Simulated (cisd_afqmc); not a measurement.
Input (X2C-AFQMC/CISD/cc-pwCVTZ-DK; cisd_afqmc is a phaseless AFQMC code with CISD trial states that reads the integrals written by Ansatz): The .json basis holds the Basis Set Exchange's core-valence set for the 3d metal and cc-pVXZ-DK of the same size for its partners.

Ansatz 0.2 input:
```python
import cisd_afqmc

open("ham.yaml", "w").write("""\
crystal:
  periodic: [false, false, false]
  atoms:
    - {symbol: V, position_ang: [0.00000000, 0.00000000, 0.00000000]}
basis:
  gaussian:
    orbitals: cc-pwCVTZ-DK.json
total_charge: 1
magnetization: {spin_polarized: true, initial_magnetization: 4}
correlation: {method: ccsd, frozen_orbitals: {V: 5}, hamiltonian_folder: ham}
scf: {lower_state_search: full}
""")
rep = cisd_afqmc.ansatz("ham.yaml")
e_ccsd = rep["correlation"]["coupled_cluster"]["energy"]["hartree"]
out = cisd_afqmc.run("ham", e_ccsd, trial="CISD", walkers=100, populations=8, threads=8, dt=0.005, steps=40, early=36, settle=10, least=32,
    cut=5e-5, rank_cut=2e-4, target=0.0003, seconds=3000, seed=4, memory=12960, gpu=False)
```

Output:

```
orbitals 97, occupied [8, 4], factors 512 of 656, rank of the doubles 522 of 1084
E(HF) = -947.918543
E(CCSD) on the cut factors = -948.346137, shift to the whole factors -0.000001
Energy of the trial state on the determinant = -948.346103
  tau behind 10.8 of longer steps, mean of the populations' last blocks
   2.0  -948.35782
   4.0  -948.35621
   6.0  -948.35679
   8.0  -948.35780
  10.0  -948.35568
  12.0  -948.35563
blocks 490 (4 outliers left out), error by blocks joined: 1: 0.00018, 2: 0.00021, 4: 0.00023, 8: 0.00027, 16: 0.00029
E(AFQMC/CISD) = -948.35626 +/- 0.00029
```

The two halves of the walk average -948.35684 and -948.35568 Eh, farther apart than the printed bar allows, so the bar may be too narrow.
